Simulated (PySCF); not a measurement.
Excitation energy of Bi⁺ by level of theory

Bi⁺ [Xe] 4f14 5d10 6s2 6p2 (3P) → Bi⁺ [Xe] 4f14 5d10 6s1 6p3 (5S), as a difference of total energies. Computed with PySCF 2.14 in def2-TZVPPD with the def2 core potential (60 electrons) (7s5p4d2f, 56 functions), with a scalar-relativistic core potential. Correlated levels: valence: 5s2 5p6 5d10 frozen. The calculations carry no spin-orbit coupling.

```csv
method,excitation energy (cm⁻¹)
UHF,50316
MP2 (valence),55673
SCS-MP2 (valence),58079
CCSD (valence),56928
CCSD(T) (valence),57088
```

Spin-orbit coupling is strong in these open shells (close to jj coupling). The scalar numbers leave it out and a first-order estimate fails, so it can dominate the gap to the real levels.
